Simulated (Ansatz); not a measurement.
Geometry optimisation, Ansatz, UKS PBE0-D4/def2-SVP.

Input file:

```yaml
crystal:
  periodic: [false, false, false]
  atoms:
    - { symbol: B, position_ang: [-0.09766, -0.6333, 0.0748] }
    - { symbol: As, position_ang: [1.02385, 0.9306, -0.28749] }
    - { symbol: H, position_ang: [-1.24502, -0.56591, 0.30345] }
    - { symbol: H, position_ang: [0.39296, -1.70043, 0.06806] }
    - { symbol: H, position_ang: [-0.25917, 0.52128, -0.02398] }
magnetization:
  spin_polarized: true
  initial_magnetization: 1
basis:
  gaussian: { orbitals: def2-SVP }
hamiltonian:
  xc: pbe0
  dispersion: d4
relax:
  f_tol: 0.02
  max_steps: 50
```

Command:

```bash
$ ansatz run input.yaml --threads 1 --pin off --max-ram 2048MiB --backend cpu --events-out ev --progress --plain --runs-dir out
```

Task: Where does it end, and by what steps?

Result: The forces met the threshold. After 10 steps the energy has fallen by 2.214 eV; H5 moved furthest, 0.82 Å. Parted: B1–H5.

```tsv
step	energy less start (eV)	largest force component (eV/Å)	accepted
0	0.0000	5.533	yes
1	-0.7931	1.962	yes
2	-1.2682	0.975	yes
3	-1.5660	1.583	yes
4	-1.9369	1.028	yes
5	-2.1342	0.571	yes
6	-2.1970	0.300	yes
7	-2.2103	0.107	yes
8	-2.2136	0.106	yes
9	-2.2140	0.032	yes
10	-2.2141	0.011	yes
```

```xyz
5
Properties=species:S:1:pos:R:3
B -0.100 -0.636 0.265
As 1.001 0.975 0.156
H -1.160 -0.602 0.847
H 0.256 -1.647 -0.296
H -0.182 0.462 -0.838
```

Whether the end is a true minimum wasn't checked by a vibrational analysis.

Run time: 36 s on 1 thread of AMD EPYC 7R43 64-Core Processor (Zen 3) (shared host), peak memory 0.15 GiB.
